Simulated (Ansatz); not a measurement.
C3H5 (SMILES [CH]=CC), doublet (typed; the unrestricted solution is spin-contaminated), geometry from GFN2-xTB; HF/def2-SV(P) in Ansatz (a first-principles code).

Ansatz was given this input:
Ansatz 0.2 input:
```yaml
crystal:
  periodic: [false, false, false]
  atoms:
    - {symbol: C, position_ang: [1.32517045, 0.17996425, -0.00948946]}
    - {symbol: C, position_ang: [0.06095864, 0.44136230, -0.01602886]}
    - {symbol: H, position_ang: [2.25652235, 0.69360547, -0.03009773]}
    - {symbol: H, position_ang: [-0.31124892, 1.47566041, -0.05242127]}
    - {symbol: C, position_ang: [-1.04589578, -0.57280156, 0.02299841]}
    - {symbol: H, position_ang: [-0.64250733, -1.58055333, 0.05836424]}
    - {symbol: H, position_ang: [-1.67008190, -0.40821458, 0.90058097]}
    - {symbol: H, position_ang: [-1.67408412, -0.47164793, -0.86130678]}
basis:
  gaussian:
    orbitals: def2-SV_P_.json
hamiltonian:
  xc: hf
magnetization: {spin_polarized: true, initial_magnetization: 1}
output: {forces: true}
```
The basis file holds def2-SV(P) in the JSON format of the Basis Set Exchange.

The log (banner, timings and long lists left out):

```
Functional definition: HF
597 factors; integrals over basis functions are off by at most 1.3e-3 eV
mean field evaluation 1: about -3163.0819 eV, gradient 1.7e1 eV
mean field evaluation 2: about -3163.0857 eV, gradient 1.7e1 eV
mean field evaluation 4: about -3165.2960 eV, gradient 2.4e0 eV
mean field evaluation 8: about -3165.4322 eV, gradient 5.1e-1 eV
mean field evaluation 16: about -3165.4681 eV, gradient 7.4e-6 eV
mean field -3165.46814050 eV, -116.3288085319 hartree, gradient 7.4e-6 eV, S^2 0.920023; 0 other end points of the search recorded, 0 dependent functions left out
the calculation of the forces begins
reference -3165.46814050 eV, -116.3288085319 hartree; 12, 11 occupied and 40, 41 virtual orbitals, 597 factors
Total energy: -3165.46814050 eV, -116.3288085319 hartree
Atom 0 at     1.325170     0.179964    -0.009489 Å, force     1.739580    -0.928574     0.029480 eV/Å
Atom 1 at     0.060959     0.441362    -0.016029 Å, force    -2.419268     0.905168    -0.027093 eV/Å
Atom 2 at     2.256522     0.693605    -0.030098 Å, force     0.453067     0.448806    -0.017188 eV/Å
Atom 3 at    -0.311249     1.475660    -0.052421 Å, force     0.371941    -0.067824     0.001597 eV/Å
Atom 4 at    -1.045896    -0.572802     0.022998 Å, force     0.210163    -0.018110     0.000175 eV/Å
Atom 5 at    -0.642507    -1.580553     0.058364 Å, force    -0.048709    -0.238084     0.008682 eV/Å
Atom 6 at    -1.670082    -0.408215     0.900581 Å, force    -0.153138    -0.046739     0.111966 eV/Å
Atom 7 at    -1.674084    -0.471648    -0.861307 Å, force    -0.153636    -0.054644    -0.107619 eV/Å
Dipole moment:    -0.070513     0.098675    -0.003392 e Å
```
